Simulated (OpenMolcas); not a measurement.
**Co2+, Rh2+, Ir2+: d7 down the group**

* Program: OpenMolcas 26.06
* Method: CASSCF
* Basis: ANO-RCC-VQZP
* Scalar Hamiltonian: DKH2, point nucleus
* Spin-orbit coupling: state interaction with AMFI integrals over the reference wave functions, term energies averaged over their components

Active space for each ion: 7 electrons in 6 orbitals (d s).

Computed levels in cm-1 above 4F 9/2:

```tsv
Level	Co2+	Rh2+	Ir2+
4F 7/2	883	2207	7812
4F 5/2	1537	3651	9885
4P 5/2	20482	14862	13381
2G 9/2	20602	15884	18134
4P 1/2	21200	16423	17871
2G 7/2	21448	18051	23174
2H 11/2	27365	21296	24837
2H 9/2	28109	23452	32548
2P 1/2	28117	23048	30621
weight of 4F in the lowest level (%)	100	98	87
```

Mixed levels, with the weight of the term that names them: Ir2+ 4F 5/2 (68 %), Ir2+ 4P 5/2 (67 %), Ir2+ 2G 9/2 (66 %), Ir2+ 4P 1/2 (58 %), Ir2+ 2H 9/2 (71 %), Ir2+ 2P 1/2 (71 %).

Measured, with the error of the calculation in %. Measured levels: Co2+ from Sugar and Corliss, J. Phys. Chem. Ref. Data 10, 1097 (1981); Rh2+ from the list in Shadmi, J. Res. Natl. Bur. Stand. 70A, 435 (1966).

```json
{"Level": "4F 7/2", "Co2+": "841 (+5.0)", "Rh2+": "2148 (+2.8)"}
{"Level": "4F 5/2", "Co2+": "1451 (+5.9)", "Rh2+": "3486 (+4.7)"}
{"Level": "4P 5/2", "Co2+": "15202 (+34.7)", "Rh2+": "11062 (+34.3)"}
{"Level": "2G 9/2", "Co2+": "16978 (+21.3)", "Rh2+": ""}
{"Level": "4P 1/2", "Co2+": "15811 (+34.1)", "Rh2+": ""}
{"Level": "2G 7/2", "Co2+": "17766 (+20.7)", "Rh2+": ""}
{"Level": "2H 11/2", "Co2+": "22720 (+20.4)", "Rh2+": ""}
{"Level": "2H 9/2", "Co2+": "23434 (+19.9)", "Rh2+": ""}
```

The fine-structure level 4F 5/2 changes by a factor of 6.43 from Co2+ to Ir2+.

Without spin-orbit coupling 4P lies 19903, 13452, 9253 cm-1 above 4F in that order; the difference to the level 4P 5/2, of either sign, comes from spin-orbit coupling, which also lowers the zero.

Without dynamic correlation excited terms often stand tens of per cent too high (terms of higher spin than the ground term too low), and those without a measured partner can miss by more than the paired ones. Terms from blocks run as CI alone lack orbitals of their own. Some high roots are left out of the spin-orbit mixing, which shifts the levels that they would mix with (holds for Ir2+). Configurations are named by rounded mean occupations; where the s occupation lies near a half they are strongly mixed, a name can repeat and a true partner stay unpaired (holds for Ir2+). Measured partners are found by configuration, term and J. A level has none where our copy of the source lacks it or the pairing is in doubt (some pairs that miss far off the trend of their configuration count as doubtful), and it then counts in no deviation. Levels of configurations outside the active space are missing.
